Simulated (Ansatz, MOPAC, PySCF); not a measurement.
Stepwise substitution at one centre (Ga F-Cl). Gas-phase values, no solvent. Strings in code marks are SMILES.

Quantity: redistribution energy (mixed species minus the weighted end members), in kcal/mol. Semi-empirical values (MOPAC) are differences of heats of formation.

Level 1: frozen-core CCSD(T)/cc-pVTZ // PBE-D3(BJ)/def2-TZVP (Ansatz, a quantum-chemistry and plane-wave program)
Level 2: PBE-D3(BJ)/def2-TZVP (PySCF)
Level 3: HF/STO-3G // PBE-D3(BJ)/def2-TZVP (PySCF)
Level 4: AM1 // PBE-D3(BJ)/def2-TZVP (MOPAC)

| species | level 2 | level 3 | level 4 |
|---|---|---|---|
| 1 of 3 F replaced by Cl: `[F][Ga]([F])[Cl]` | -0.61 | -4.20 | 3.96 |
| 2 of 3 F replaced by Cl: `[Ga]([Cl])([F])[Cl]` | -0.56 | -4.12 | 3.39 |

Task: What does level 1 give for each?

Result: 
- 1 of 3 F replaced by Cl: `[F][Ga]([F])[Cl]`: -0.26
- 2 of 3 F replaced by Cl: `[Ga]([Cl])([F])[Cl]`: -0.22
